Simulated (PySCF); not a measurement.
Compound: C7H8BrN.
Numbering: `[CH3:1][NH:2][c:3]1[cH:4][cH:5][cH:6][c:7]([Br:8])[cH:9]1` (hydrogens: H10, H11, H12 on C1; H13 on N2; H14 on C4; H15 on C5; H16 on C6; H17 on C9)

Level: B3LYP/def2-SVPD in PySCF, non-relativistic, on one gas-phase PBE0-D3(BJ)/def2-SVP geometry that isn't relaxed in the solvent. The solvent is an IEF-PCM continuum (van der Waals radii × 1.2). The model holds no explicit solvent molecules, cavitation or dispersion. Spin–orbit coupling is left out although an atom past zinc is present.

Gas phase at B3LYP/def2-SVPD: HOMO -5.78 eV, LUMO -0.62 eV, dipole 3.41 D.

**Question.** What does the continuum do to the energy, the frontier levels and the dipole at B3LYP/def2-SVPD in chloroform and acetone?

**Answer.** 
```json
{"solvent": "chloroform", "ε": "4.711", "E(solvent) − E(gas) (kcal/mol)": "-3.78", "polarisation term (kcal/mol)": "-4.27", "distortion of the solute (kcal/mol)": "0.49", "HOMO (eV)": "-5.69", "LUMO (eV)": "-0.62", "dipole (D)": "4.27"}
{"solvent": "acetone", "ε": "20.49", "E(solvent) − E(gas) (kcal/mol)": "-5.14", "polarisation term (kcal/mol)": "-6.04", "distortion of the solute (kcal/mol)": "0.90", "HOMO (eV)": "-5.68", "LUMO (eV)": "-0.64", "dipole (D)": "4.54"}
```

Polarisation term: ½ Σ q·V over the induced surface charges. Distortion: the rise of the solute's own energy as its density leaves the gas-phase optimum. From chloroform to acetone the lowering changes by a factor 1.36, Onsager's factor (ε − 1)/(2ε + 1) by 1.30 and ε itself by 4.3.

**Question.** Which radius a makes the point-dipole formula ΔE = −[(ε − 1)/(2ε + 1)]·μ²/a³ give the value in acetone, with the gas-phase dipole?

**Answer.** μ = 1.342 au and |ΔE| = 0.00820 Eh give a = 2.47 Å; the farthest nucleus lies 4.08 Å from the centroid of the nuclei, so such a sphere wouldn't even hold the nuclei. The formula assumes a rigid point dipole at the centre of a sphere.

**Question.** How does the static polarisability (B3LYP/def2-SVPD, frozen core, with the continuum's full static response) change?

**Answer.** 
| medium | isotropic (au) | principal values (au) | ⟨r²⟩ of the electrons (bohr²) |
| --- | --- | --- | --- |
| gas | 118.1 | 71.4, 118.5, 164.5 | 2254.7 |
| chloroform | 151.8 | 90.8, 156.4, 208.3 | 2253.0 |
| acetone | 166.1 | 101.7, 172.7, 223.8 | 2252.4 |

The isotropic value in acetone is 1.41 times the gas-phase one; no cavity-field correction is applied. ⟨r²⟩ is taken about the centre of nuclear charge.

Time: 42 s; peak memory 1.2 GiB. Hardware: one thread of an Intel Xeon 6975P-C (shared host). This is the whole response run at B3LYP/def2-SVPD in acetone, SCF included.

The values belong to the conformer `[CH3:1][NH:2][c:3]1[cH:4][cH:5][cH:6][c:7]([Br:8])[cH:9]1`: C1–N2–C3–C4 9°.
